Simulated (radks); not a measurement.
Values are calculated unless marked as measured or tabulated.
Effect of the nuclear size on the thulium ion Tm48+, [Ar] 3d3. Code: a radial shooting solver on a logarithmic mesh with Libxc functionals. Model: Dirac Kohn-Sham, relativistic LDA (MacDonald-Vosko exchange, VWN5 correlation), spin-unpolarised, spherical densities, finite nucleus; open shells are shared between the two j in proportion to 2j + 1; Fermi nuclear charge, rms radius 5.2256 fm. The rms radius is varied about that value; shifts are against it.

rms radius (fm)  total energy shift (eV)  density at nucleus (e/bohr^3)  1s1/2 shift (meV)  2s1/2 shift (meV)  3s1/2 shift (meV)  3p1/2 shift (meV)  3d5/2 shift (meV)  4s1/2 (empty) shift (meV)  4p1/2 (empty) shift (meV)
4.4574                             -9.45                      9.801e+05              -3850               -526               -131             -0.833               5.15                      -48.4                     -0.596
5.0584                             -2.15                      9.438e+05               -875               -119              -29.7             -0.191               1.17                      -11.0                     -0.136
5.2256                                 0                      9.347e+05              0.000              0.000              0.000              0.000              0.000                      0.000                      0.000
5.6698                              5.94                      9.122e+05               2420                331               82.1              0.532              -3.23                       30.4                      0.378
6.4379                              17.0                      8.782e+05               6930                946                235               1.54              -9.26                       87.0                       1.09

Slopes of the eigenvalues against <r^2> in GHz/fm^2, as finite differences over the two radii next to the reference (eigenvalue slopes, not the field-shift constants of lines): 1s1/2 121000, 2s1/2 16600, 3s1/2 4120, 3p1/2 26.6, 3d5/2 -162, 4s1/2 (empty) 1530, 4p1/2 (empty) 18.9.
